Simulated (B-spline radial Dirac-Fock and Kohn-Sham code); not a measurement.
**X-ray form factors of thulium in several charge states**

Level of theory: Dirac-Fock densities; an atomic code on a B-spline grid.

Configurations: Tm³²⁺ [Kr] 4d1; Tm³³⁺ [Ar] 3d10 4s2 4p6; Tm³⁴⁺ [Ar] 3d10 4s2 4p5; Tm³⁵⁺ [Ar] 3d10 4s2 4p4; Tm³⁹⁺ [Ar] 3d10 4s2; Tm⁴⁰⁺ [Ar] 3d10 4s1. The first column is f₀ of Tm³²⁺, the others are differences from it.

| s (Å⁻¹) | Tm³²⁺ | Δ Tm³³⁺ | Δ Tm³⁴⁺ | Δ Tm³⁵⁺ | Δ Tm³⁹⁺ | Δ Tm⁴⁰⁺ |
| --- | --- | --- | --- | --- | --- | --- |
| 0 | 37.000 | -1.000 | -2.000 | -3.000 | -7.000 | -8.000 |
| 0.05 | 36.943 | -0.995 | -1.990 | -2.985 | -6.968 | -7.963 |
| 0.1 | 36.771 | -0.980 | -1.961 | -2.942 | -6.871 | -7.855 |
| 0.15 | 36.489 | -0.955 | -1.912 | -2.870 | -6.712 | -7.676 |
| 0.2 | 36.101 | -0.921 | -1.846 | -2.773 | -6.495 | -7.432 |
| 0.25 | 35.614 | -0.880 | -1.764 | -2.651 | -6.225 | -7.128 |
| 0.3 | 35.034 | -0.831 | -1.668 | -2.509 | -5.907 | -6.770 |
| 0.35 | 34.373 | -0.776 | -1.560 | -2.349 | -5.549 | -6.366 |
| 0.4 | 33.639 | -0.716 | -1.442 | -2.174 | -5.157 | -5.925 |
| 0.45 | 32.844 | -0.653 | -1.318 | -1.990 | -4.741 | -5.454 |
| 0.5 | 31.999 | -0.588 | -1.189 | -1.798 | -4.308 | -4.965 |
| 0.6 | 30.205 | -0.458 | -0.929 | -1.411 | -3.424 | -3.963 |
| 0.7 | 28.343 | -0.334 | -0.681 | -1.038 | -2.565 | -2.986 |
| 0.8 | 26.490 | -0.224 | -0.459 | -0.704 | -1.783 | -2.092 |
| 0.9 | 24.707 | -0.133 | -0.273 | -0.422 | -1.112 | -1.321 |
| 1 | 23.037 | -0.062 | -0.128 | -0.201 | -0.574 | -0.699 |
| 1.1 | 21.503 | -0.013 | -0.025 | -0.042 | -0.175 | -0.232 |
| 1.2 | 20.115 | +0.018 | +0.041 | +0.059 | +0.092 | +0.084 |
| 1.4 | 17.751 | +0.035 | +0.081 | +0.126 | +0.297 | +0.341 |
| 1.6 | 15.831 | +0.019 | +0.049 | +0.080 | +0.216 | +0.262 |

Values without a named source are computed, but for edge energies of neutral atoms, which are taken from tables.
